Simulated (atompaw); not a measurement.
## Cutoff test, Zn, PAW (atompaw)

```json
{
  "Element": "Zn (Z = 30)",
  "Generator": "atompaw 4.2.0.5",
  "Type": "PAW",
  "Functional": "LDA (PW92)",
  "Relativity": "scalar-relativistic",
  "Frozen core": "[Ne]",
  "Valence charge": "20",
  "Reference configuration": "3s2 3p6 3d10 4s2 4p0",
  "Partial waves": "3s (bound); 4s (bound); 3p (bound); 4p (bound, empty); 3d (bound); 3d channel at -0.05 Ry",
  "Local potential": "troulliermartins scheme with l = 3 at 0 Ry, radius 1.45 bohr",
  "Core correction": "smooth core density matched at 0.95 bohr",
  "Augmentation charge": "sinc compensation charge, radius 1.45 bohr; PAW radius 1.55 bohr; waves and projectors: bloechl"
}
```

The pseudo-atom Hamiltonian at the reference potential is diagonalised in spherical Bessel functions j_l(qr) that vanish at 20 bohr, with q² up to the cutoff. All-electron valence levels (Ry): 3s -9.4539, 4s -0.4571, 3p -6.1197, 4p -0.0904, 3d -0.7662.

Question: How do the lowest levels (Ry) of each channel move with the cutoff, and are there ghosts?

Answer:

```
cutoff (Ry)     s #1     s #2    s #3     p #1     p #2    p #3     d #1    d #2    f #1    f #2  Σ f·Δε (mRy)
          8  -6.8031  -0.2653  0.0231  -2.3359  -0.0050  0.0770   0.0674  0.1518  0.1153  0.2462       36724.6
         18  -8.9588  -0.4058  0.0118  -4.8163  -0.0432  0.0606   0.0651  0.1323  0.1153  0.2462       17226.3
         35  -9.4344  -0.4525  0.0085  -5.9451  -0.0757  0.0533  -0.4410  0.0690  0.1153  0.2462        4348.2
         55  -9.4515  -0.4569  0.0082  -6.1083  -0.0881  0.0512  -0.7305  0.0686  0.1153  0.2462         431.3
         90  -9.4536  -0.4570  0.0082  -6.1196  -0.0903  0.0509  -0.7660  0.0685  0.1153  0.2462           4.2
        140  -9.4539  -0.4571  0.0082  -6.1197  -0.0904  0.0509  -0.7662  0.0685  0.1153  0.2462           0.2
        400  -9.4539  -0.4571  0.0082  -6.1197  -0.0904  0.0509  -0.7662  0.0685  0.1153  0.2462           0.0
```

Result: no extra level below or beside the all-electron valence levels (s, p, d, f tested); 10 mRy is reached at 90 Ry and 1 mRy at 110 Ry.
